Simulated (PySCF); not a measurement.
# Telling isomers of C₄H₈FNSi₂ apart by NMR

Theory: coordinates at the GFN2-xTB level, shielding tensors at PBE0/pcSseg-1 (GIAO), in PySCF (relativity neglected, no solvent model, averaged over atoms made equivalent by symmetry, fast rotation or ring inversion, single conformer).

Referencing at the same level of theory: 1H (σref 31.72) and 13C (σref 186.93) vs TMS. Splittings of carbon signals by F and P are missing where no couplings were computed. Where no couplings were computed, multiplicities follow the n + 1 count of equivalent neighbours, and m marks all less simple cases (inequivalent or close neighbours, rings, F or P nearby). Shifts are as computed. Against solution values, carbons near 30 ppm lie about +3 ppm off and those near 130 ppm about +5 ppm. Of 1211 compounds with measured shifts, 218 miss one by over three times the rms of a fit or turn the order of signals round; such compounds aren't used in these exercises.

(1) Tabulate the signals of `C[C@@H]1[SiH2][C@@H](F)[Si@@H]1C#N`, `C[C@@H]1[SiH2][C@H](F)[Si@@H]1C#N`, `C=C[C@](F)([SiH3])[SiH2]C#N` and their relative energies.

(2) What is the quickest way to tell C[C@@H]1[SiH2][C@H](F)[Si@@H]1C#N from C=C[C@](F)([SiH3])[SiH2]C#N?

(3) What is the quickest way to tell C[C@@H]1[SiH2][C@@H](F)[Si@@H]1C#N from C=C[C@](F)([SiH3])[SiH2]C#N?

(4) What is the quickest way to tell C[C@@H]1[SiH2][C@@H](F)[Si@@H]1C#N from C[C@@H]1[SiH2][C@H](F)[Si@@H]1C#N?

Answers

(1) 
```tsv
SMILES	carbon types	δC	δH	E rel. (kcal/mol)
C[C@@H]1[SiH2][C@@H](F)[Si@@H]1C#N	1×C 2×CH 1×CH3	123.1, 92.3, 15.6, 14.1	5.95 (m, 1H), 5.26 (m, 1H), 4.99 (m, 1H), 4.75 (m, 1H), 1.92 (m, 1H), 1.49 (d, 3H)	0.3
C[C@@H]1[SiH2][C@H](F)[Si@@H]1C#N	1×C 2×CH 1×CH3	122.3, 85.7, 15.0, 7.3	5.73 (m, 1H), 5.23 (m, 1H), 4.90 (m, 1H), 4.84 (m, 1H), 1.61 (d, 3H), 1.09 (m, 1H)	0.0
C=C[C@](F)([SiH3])[SiH2]C#N	2×C 1×CH 1×CH2	143.2, 123.3, 115.4, 98.4	6.56 (m, 1H), 5.71 (m, 1H), 5.59 (m, 1H), 4.66 (m, 1H), 4.35 (m, 1H), 4.20 (m, 3H)	15.9
```

Energies are electronic energies at PBE0/pcSseg-1 on these geometries, without zero-point or thermal terms, each for the one conformer computed, which needn't be the lowest.

(2) Both give the same number of carbon signals, but DEPT or the intensities differ. The first has a methyl carbon (CH3) at 15.0 ppm, the second a terminal =CH2 carbon at 115.4 ppm. Their most deshielded carbons lie at 122.3 and 143.2 ppm. In the proton spectra the most deshielded non-exchanging signals are 5.73 (m, 1H) and 6.56 (m, 1H).

(3) Both give the same number of carbon signals, but DEPT or the intensities differ. The first has a methyl carbon (CH3) at 15.6 ppm, the second a terminal =CH2 carbon at 115.4 ppm. Their most deshielded carbons lie at 123.1 and 143.2 ppm. In the proton spectra the most deshielded non-exchanging signals are 5.95 (m, 1H) and 6.56 (m, 1H).

(4) Both give the same number of carbon signals, with the same numbers of each carbon type, so the positions decide. The first has an sp3 CH bonded to 2 Si at 14.1 ppm, the second an sp3 CH bonded to 2 Si at 7.3 ppm. Their most deshielded carbons lie at 123.1 and 122.3 ppm.
